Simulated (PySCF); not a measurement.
Computed IR spectrum (relative IR intensity) of a molecule C5H5FSi. Geometry: ωB97X-D3(BJ)/def2-SVP. The values are those of a single conformer. Method: PySCF with ωB97X-D3(BJ)/def2-SVP. Frequencies are harmonic and unscaled.

```csv
ν (cm⁻¹),relative intensity
308,3.7
347,12
396,14
417,34
564,11
677,50
755,19
774,22
787,21
804,59
826,100
921,89
1291,19
1435,3.3
2202,63
3470,41
```

Q: Pick the molecule that these values belong to.
A. C#C[Si](C)(F)C#C
B. C#C[Si@H]1C=C(F)C1
C. C#C[SiH2][C@H](F)C#C
D. C#CC1=C[Si@@H](F)C1

A: A, C#C[Si](C)(F)C#C
